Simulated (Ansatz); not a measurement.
`[NH2][Ti]([F])([F])[Cl]` + H₂S → `[F][Ti]([F])([SH])[Cl]` + NH₃ at 700 K and 1 bar (ligand exchange at a Ti–N bond).

Computed with Ansatz on PBE0-D4/def2-TZVP structures; ΔE is electronic, products minus reactants. CCSD(T)/CBS adds triple-zeta CCSD(T) − MP2 to the extrapolated MP2 energy (def2 sets, frozen cores). This one scheme is used for every species. For Ti outer-core shells are correlated without core-valence functions, which leaves a few kJ/mol of doubt a bond. Scalar relativity is left out up to krypton. Each species was taken in one conformer, which may not be the lowest.

```tsv
species	CCSD(T)/CBS energy (Eh)	H − E (kJ/mol)	S (J/(mol·K))
`[NH2][Ti]([F])([F])[Cl]`	-1564.43229	151.6	458.3
H₂S	-398.97279	64.8	236.9
`[F][Ti]([F])([SH])[Cl]`	-1906.90100	107.7	462.8
NH₃	-56.50880	116.9	226.5
```

H − E and S are ideal-gas, rigid-rotor, harmonic terms from PBE0-D4/def2-TZVP, for one conformer and one mirror image of each species. 1 Eh = 2625.50 kJ/mol, R = 8.31446 J/(mol·K).

By hand: ΔE, ΔH, ΔS and ΔG.

ΔE = (-1906.90100) + (-56.50880) − (-1564.43229) − (-398.97279) = -0.00472 Eh = -12.4 kJ/mol. Δ(H − E) = 107.7 + 116.9 − 151.6 − 64.8 = 8.2, so ΔH = -4.2 kJ/mol. ΔS = 462.8 + 226.5 − 458.3 − 236.9 = -5.9 J/(mol·K). ΔG = -4.2 − 700 × (-5.9)/1000 = -0.1 kJ/mol.

By hand: the equilibrium constant, and the temperature at which ΔG would vanish if ΔH and ΔS stayed fixed.

log₁₀ K = −ΔG/(RT ln 10) = 0.0. ΔG = 0 at ΔH/ΔS = 712 K, though so small a ΔH makes that figure unsure.

TΔS isn't small against ΔH here. The sign of ΔG lies within the doubt. A doubt of 5 kJ/mol in ΔE shifts log₁₀ K by 0.4 here. Other conformers and mirror images would add mixing entropy, several J/(mol·K) or more a flexible species. These are equilibria of isolated gas molecules and say nothing of rates. Largest T1 diagnostic: 0.025 (customary marks: 0.02 for closed shells, 0.045 for open ones).
